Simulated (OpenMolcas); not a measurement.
## Ne4+: effect of the IPEA shift

| Item | Value |
| --- | --- |
| Program | OpenMolcas 26.06 |
| Basis | ANO-RCC-VTZP [4s3p2d1f] |
| Scalar Hamiltonian | DKH2, point nucleus |
| Active space | 4 electrons in 9 orbitals (RAS2 2s 2p; RAS3 3d, at most 2 electrons) |
| State averaging | 2S+1 = 3 even, 3 roots; 2S+1 = 1 even, 6 roots; 2S+1 = 5 odd, 1 root; 2S+1 = 3 odd, 9 roots; 2S+1 = 1 odd, 8 roots |
| Spin-orbit coupling | RASSI with atomic mean-field integrals over the reference wave functions, term energies averaged over their components |

Methods on the same reference wave functions:
A. RASSCF
B. SS-RASPT2, IPEA 0 Eh, imaginary shift 0.1 Eh (closed shells correlated: 1s)
C. SS-RASPT2, IPEA 0.25 Eh, imaginary shift 0.1 Eh (closed shells correlated: 1s)

Energies in cm-1 above 2s2 2p2 3P0, the measured ground level; measured values from NIST levels in Podobedova, Fuhr, Reader and Wiese, J. Phys. Chem. Ref. Data 33, 525 (2004).

```
       Level       A       B       C  Measured
 2s2 2p2 3P0     0.0     0.0     0.0       0.0
 2s2 2p2 3P1     398     399     399       412
 2s2 2p2 3P2    1150    1150    1150      1110
 2s2 2p2 1D2   32214   30944   30944     30292
 2s2 2p2 1S0   67093   64782   64805     63914
2s 2p3 5S* 2   85637   87259   87258          
2s 2p3 3D* 2  178325  176211  176236    175905
2s 2p3 3D* 1  178326  176212  176237    175927
2s 2p3 3D* 3  178339  176225  176251    175834
2s 2p3 3P* 0  212566  209006  209054    208193
2s 2p3 3P* 1  212571  209011  209059          
2s 2p3 3P* 2  212580  209020  209068          
2s 2p3 1D* 2  276597  272074  272101    270564
2s 2p3 3S* 1  285505  280923  280953          
2s 2p3 1P* 1  312184  306025  306101
```

Deviations, from unrounded energies. A percentage is the sum of absolute deviations over the sum of measured energies, with the sign that they share, or ± where signs differ.

```json
{"Against measurement": "mean absolute deviation (cm-1)", "Levels": "9", "A": "2500", "B": "540", "C": "560"}
{"Against measurement": "fine structure of the ground term (%)", "Levels": "2", "A": "±3.5", "B": "±3.5", "C": "±3.5"}
{"Against measurement": "other terms of the ground configuration (%)", "Levels": "2", "A": "+5.4", "B": "+1.6", "C": "+1.6"}
{"Against measurement": "other configurations (%)", "Levels": "5", "A": "+1.8", "B": "+0.3", "C": "+0.3"}
```

B, C lie about equally close to measurement and A furthest from it. The largest miss of B in the table is 2s 2p3 1D* 2, by +1500 cm-1. The ranking rests on the paired levels alone, and a cruder setting can come out closer through cancelling errors.

Between B and C the level of the table that moves most is 2s 2p3 1P* 1, by 77 cm-1 (lowest in B, highest in C).

From A to B the spin-free energies of the other terms of 2s2 2p2 shown, above 3P, scale by factors of 0.96 to 0.97.

The lowest spin-free term lies below A's lowest term by 0.032 hartree in B, 0.031 hartree in C.

Active for correlation alone: 3d; no level in the range computed is led by a configuration that fills it, so any true level of that kind is missing. Computed and measured levels are paired by configuration, term and J; levels that our copy of the source lacks, or whose pairing is in doubt (as where it misses far off the trend of its configuration), stay unpaired and out of the deviations. Only configurations of the active space appear.

* marks odd parity.
